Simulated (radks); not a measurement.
Values are calculated unless marked as measured or tabulated.
B I, configuration [He] 2s1.5 2p1.5 (fractional occupations, a model configuration).

Level of theory: scalar-relativistic Kohn-Sham, PBE, spin-polarised, spherical densities, finite nucleus; open shells are filled with parallel spins first; Fermi nuclear charge, rms radius 2.406 fm (a radial shooting solver on a logarithmic mesh with Libxc functionals).

Energy parts (eV):
| part | energy |
|---|---|
| total | -667.755 |
| kinetic | 665.710 |
| electron-nucleus | -1543.878 |
| Hartree | 314.692 |
| exchange-correlation | -104.279 |

Orbitals (lengths in bohr, moments of r in powers of bohr; <r^-3> diverges for s and p1/2; r(90%) holds 90 % of the orbital's charge):
| orbital | occ. | eigenvalue (eV) | <r^4> | <r^-3> | r(90%) | <1/r> |
|---|---|---|---|---|---|---|
| 1s up | 1 | -180.8881 | 0.05838 | - | 0.593 | 4.654 |
| 1s down | 1 | -180.2055 | 0.05778 | - | 0.592 | 4.659 |
| 2s up | 1 | -10.5017 | 37.17 | - | 3.04 | 0.7473 |
| 2s down | 0.5 | -7.8071 | 47.95 | - | 3.23 | 0.7244 |
| 2p up | 1.5 | -4.5305 | 89.52 | 0.8461 | 3.73 | 0.6164 |
| 2p down | 0 | -2.2046 | 186.3 | 0.7396 | 4.41 | 0.5657 |

The highest occupied level is 2p up at -4.530 eV. The density falls to 0.001 e/bohr^3 at r = 3.92 bohr. The electron density at the nucleus is 72.62 e/bohr^3 (large components only). Spin moment in Bohr magnetons: 2. The spin density at the nucleus is 0.8335 e/bohr^3 (1s -0.0602, 2s 0.8938).
